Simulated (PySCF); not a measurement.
## C3H9BO3: calculation against experiment

**Experimental background.**

Qian, Crumlin, Prendergast, Phys. Chem. Chem. Phys. 2022, 24, 2243 lists, for the gas: B 1s binding energy of B3 197.8 eV.

The results are set against them at the end.

Species: C3H9BO3.
Atom-mapped SMILES: `[CH3:1][O:2][B:3]([O:4][CH3:5])[O:6][CH3:7]` (hydrogens: H8, H9, H10 on C1; H11, H12, H13 on C5; H14, H15, H16 on C7)

Structure used (PBE0-D3(BJ)/def2-SVP), in Å, numbered top down from 1:
```xyz
16
C3H9BO3 angstrom
C     -0.4399    2.4299   -0.1378
O      0.3755    1.3169    0.1156
B     -0.1475    0.0616    0.1548
O      0.6636   -1.0056    0.3912
C      2.0410   -0.8230    0.5875
O     -1.4796   -0.1298   -0.0462
C     -2.0219   -1.4236   -0.0282
H     -1.0862    2.2722   -1.0163
H     -1.0906    2.6574    0.7231
H      0.2085    3.2985   -0.3237
H      2.2464   -0.1803    1.4593
H      2.4986   -1.8079    0.7592
H      2.5192   -0.3590   -0.2909
H     -3.1005   -1.3485   -0.2280
H     -1.5632   -2.0676   -0.7965
H     -1.8761   -1.9122    0.9493
```

Runs made with PySCF (gas phase, on this PBE0-D3(BJ)/def2-SVP geometry; non-relativistic but for the core-level run):

```tsv
level	job	basis functions	wall time
delta-SCF UKS SCAN, pcX-2 on the ionised atom, pcseg-1 elsewhere, spin-free X2C	ΔSCF core ionisation, 3 holes	174	36 s
```

Hardware: one thread, Arm Neoverse V1, on a shared host.

**Comparison with experiment**

**Core binding energies.** PySCF, delta-SCF UKS SCAN, pcX-2 on the ionised atom, pcseg-1 elsewhere, spin-free X2C.

```csv
level and atom,computed (eV),measured (eV),computed − measured (eV)
"B 1s, B3",197.41,197.8,-0.39
```

Sources, in the order of the opening: Qian, Crumlin, Prendergast, Phys. Chem. Chem. Phys. 2022, 24, 2243. The computed values are vertical, without vibrational structure; measured positions hang on the energy calibration. 

The geometry is computed, not the measured one. Where a level misses, the cause wasn't examined.
